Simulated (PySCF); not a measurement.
C2H8BNO, SMILES NBOCC.

Geometry optimised at B3LYP-D3(BJ)/def2-SVP. The structure was generated by enumeration, and PubChem lists no compound with its InChIKey, so it may never have been made. Other conformers were not sampled.

Level of theory: TDA-PBE/def2-SVPD (PySCF).

Vertical excitations. Gas-phase values at a fixed geometry.

Computed UV-visible absorptions:
```
state  energy (eV)  λ (nm)      f                                            main pairs
-----  -----------  ------  -----  ----------------------------------------------------
S1            6.16     201  0.016                                        HOMO→LUMO 99 %
S2            6.57     189  0.029                                      HOMO→LUMO+2 99 %
S3            6.98     178  0.032                    HOMO−1→LUMO 50 %, HOMO→LUMO+1 39 %
S4            7.17     173  0.049  HOMO−1→LUMO 44 %, HOMO→LUMO+4 25 %, HOMO→LUMO+1 22 %
S5            7.24     171  0.008                                      HOMO→LUMO+3 91 %
S6            7.32     169  0.010                                    HOMO−1→LUMO+1 99 %
S7            7.43     167  0.003                                    HOMO−1→LUMO+2 91 %
S8            7.54     164  0.214                    HOMO→LUMO+4 53 %, HOMO→LUMO+1 23 %
S9            7.78     159  0.034                                      HOMO−2→LUMO 96 %
S10           7.91     157  0.003                                      HOMO→LUMO+5 94 %
T1            5.93     209      0                                      HOMO→LUMO+1 96 %
T2            6.00     207      0                                        HOMO→LUMO 96 %
T3            6.46     192      0                                      HOMO→LUMO+2 98 %
T4            6.93     179      0                                      HOMO−1→LUMO 90 %
```
Triplets are in the Tamm–Dancoff approximation.
